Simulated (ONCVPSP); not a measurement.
# Ranking ONCV potentials for mercury

All share these settings but for the change named:

| Property | Result |
| --- | --- |
| Element | mercury |
| Generator | ONCVPSP 4.0.1 |
| Type | optimised norm-conserving Vanderbilt (ONCV) |
| Functional | PW91 |
| Relativity | non-relativistic |
| Frozen core | [Kr] 4d10 4f14 |
| Valence charge | 20 |
| Reference configuration | 5s2 5p6 5d10 6s1 (charge +1) |
| Partial waves | 5s+6s: rc 1.35 bohr, ncon 5, nbas 9, qcut 7.3 1/bohr, 2 projectors; 5p: rc 1.70 bohr, ncon 5, nbas 10, qcut 9.3 1/bohr, 2 projectors, debl 3.3 Ha; 5d: rc 2.05 bohr, ncon 3, nbas 8, qcut 7.3 1/bohr, 2 projectors, debl 1.4 Ha |
| Local potential | polynomial inside 1.20 bohr (lpopt 5, dvloc0 0 Ha) |
| Core correction | Teter function, fcfact 4, rcfact 1.55 |

Test errors are all-electron minus pseudo excitation energies from the reference, over 5s2 5p6 5d10 6s2; 5s2 5p6 5d10 6s0; 5s2 5p6 5d9 6s0; 5s2 5p5 5d10 6s2. None of these files shows a bound ghost.

The base gives 70.5 meV.

Of 9 variants that were run, those that failed, showed a ghost or another fault, or gave nearly equal values are left out.

A variant can come out equal or close to the base, since the largest error may sit in a test that the change hardly touches while other tests move.

Problem. Rank these variants by their largest absolute test error, smallest first.
A. d: qcut 9.4
B. d: qcut 7.5
C. d: qcut 5.1
D. d: qcut 6
E. d: qcut 6.6

Solution. A (45.4 meV), B (65.6 meV), E (90.6 meV), D (116.7 meV), C (175.5 meV).
